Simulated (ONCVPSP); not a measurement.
aluminium: variants of one ONCV potential

Base potential:

```
Element                 : Al (Z = 13)
Generator               : ONCVPSP 4.0.1
Type                    : optimised norm-conserving Vanderbilt (ONCV)
Functional              : LDA (Perdew-Wang 92)
Relativity              : scalar-relativistic
Frozen core             : [He]
Valence charge          : 11
Reference configuration : 2s2 2p6 3s2 3p1
Partial waves           : 2s+3s: rc 1.10 bohr, ncon 4, nbas 7, qcut 11.4 1/bohr, 2 projectors; 2p+3p: rc 1.20 bohr, ncon 3, nbas 6, qcut 12.9 1/bohr, 2 projectors
Local potential         : polynomial inside 0.95 bohr (lpopt 3, dvloc0 0 Ha)
Core correction         : none
```

All-electron outer shells of the reference configuration (LDA (PZ), scalar-relativistic, ld1.x):

```csv
shell,level (eV),outermost node (bohr),outermost maximum (bohr)
1s,-1504.30,–,0.08
2s,-107.50,0.17,0.50
2p,-69.71,–,0.43
3s,-7.84,0.80,2.06
3p,-2.79,0.82,2.64
```

Cutoffs, loose and tight: the cutoffs (Ha) at which the residual kinetic energy of the hardest occupied pseudo-wave falls to 1 and 0.1 mHa per electron. They do not see the model core or the augmentation charge, which bear on the density cutoff. Test errors are all-electron minus pseudo excitation energies from the reference, over the configurations 2s2 2p6 3s2 3p0; 2s2 2p6 3s1 3p0; 2s2 2p6 3s0 3p0; 2s1 2p6 3s2 3p1. A dash means not determined; rows that change the core or the reference have their own tests. The largest error is taken over the tests solved by every variant that gives reliable tests at all: 2s1 2p6 3s2 3p1; 2s2 2p6 3s1 3p0; 2s2 2p6 3s2 3p0.

A true bound ghost makes a file unfit for plane-wave use even where its test errors are small: the radial tests pick states by their node count and pass the ghost by.

| change | outcome | cutoff, loose | cutoff, tight | bound ghosts | GHOST(+) flags above zero | largest test error (meV) |
| --- | --- | --- | --- | --- | --- | --- |
| base | generated | 60 Ha | 68 Ha | none | none | -433 |
| core [Ne], valence charge 3; reference 3s2 3p1; waves now 3s: rc 1.85 bohr, ncon 5, nbas 8, qcut 2.9 1/bohr, 2 projectors, debl 1.9 Ha; 3p: rc 1.85 bohr, ncon 3, nbas 6, qcut 3.7 1/bohr, local; local potential the p channel | generated | 7.0 Ha | 24 Ha | s | none | +83 |
| p: rc 1.3 | generated | 52 Ha | 59 Ha | none | none | -482 |
| functional PBE | generated | 60 Ha | 68 Ha | none | none | -438 |
| s: qcut 16.3; p: qcut 18.5 | generated | 64 Ha | 72 Ha | none | none | -337 |
| reference 2s2 2p6 3s2 3p0.5 | generated | 60 Ha | 68 Ha | none | none | -1.0 |
| p: qcut 18.5 | generated | 64 Ha | 72 Ha | none | none | -400 |
